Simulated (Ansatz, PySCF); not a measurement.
Reaction (SMILES): C[C@H](Cl)CCCl + 5 [H][H] (H2) -> 4 C (CH4) + 2 Cl (HCl)
Each molecule is optimised on its own at B3LYP-D3(BJ)/def2-TZVP (Ansatz, a first-principles code), one conformer each, not searched for the lowest. Frequencies are from PySCF.

Quantity: energy of full hydrogenation (enthalpy at 298 K, with B3LYP-D3(BJ) rigid-rotor harmonic-oscillator terms), in kcal/mol. Cores are frozen in the correlated levels unless marked. No spin-orbit coupling. Non-relativistic. CBS marks a two-point X^-3 extrapolation of the correlation energy; Hartree-Fock from the larger set.

CCSD(T)/CBS(cc-pV(T+d)Z,cc-pV(Q+d)Z) (Ansatz) gives -68.7 kcal/mol.

Another calculation gave -74.2 kcal/mol. Which level was it?
A. PBE/def2-TZVPD (Ansatz)
B. PBE0/def2-TZVPD (Ansatz)
C. BLYP/def2-TZVPD (Ansatz)
D. SVWN5/def2-TZVPD (Ansatz)

B, PBE0/def2-TZVPD (Ansatz). The others give -70.5 (PBE), -62.7 (SVWN5), -77.1 (BLYP) kcal/mol.
